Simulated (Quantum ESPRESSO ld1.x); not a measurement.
Values are calculated unless marked as measured or tabulated.
Species: Pr XIII. Configuration: [Kr] 4d10 5s1. Code: ld1.x of Quantum ESPRESSO 7.5. Model: Dirac Kohn-Sham, PBE, spin-unpolarised, spherical densities, point nucleus. Some entries of the table are withheld. Estimate them.

| orbital | occ. | eigenvalue (Ry) | <r^2> (bohr^2) |
|---|---|---|---|
| 1s1/2 | 2 | -3086.66 | 0.0007894 |
| 2s1/2 | 2 | -509.630 | 0.01247 |
| 2p1/2 | 2 | -482.493 | 0.009132 |
| 2p3/2 | 4 | -447.048 | 0.01039 |
| 3s1/2 | 2 | -122.426 | 0.08456 |
| 3p1/2 | 2 | -110.893 | 0.07951 |
| 3p3/2 | 4 | -103.864 | 0.08692 |
| 3d3/2 | 4 | -83.7502 | 0.07081 |
| 3d5/2 | 6 | -82.2361 | 0.07290 |
| 4s1/2 | 2 | -36.4544 | 0.4238 |
| 4p1/2 | 2 | -32.0886 | (1) |
| 4p3/2 | 4 | -30.5043 | (2) |
| 4d3/2 | 4 | (3) | 0.5449 |
| 4d5/2 | 6 | (4) | 0.5575 |
| 5s1/2 | 1 | -15.3888 | 1.757 |
| 5p1/2 | 0 | -13.8300 | 1.953 |
| 5p3/2 | 0 | -13.4151 | 2.071 |
| 6s1/2 | 0 | -8.62893 | 5.122 |

Answer. 
(1) 4p1/2 <r^2> (bohr^2): 0.4469
(2) 4p3/2 <r^2> (bohr^2): 0.4830
(3) 4d3/2 eigenvalue (Ry): -23.2743
(4) 4d5/2 eigenvalue (Ry): -22.9822
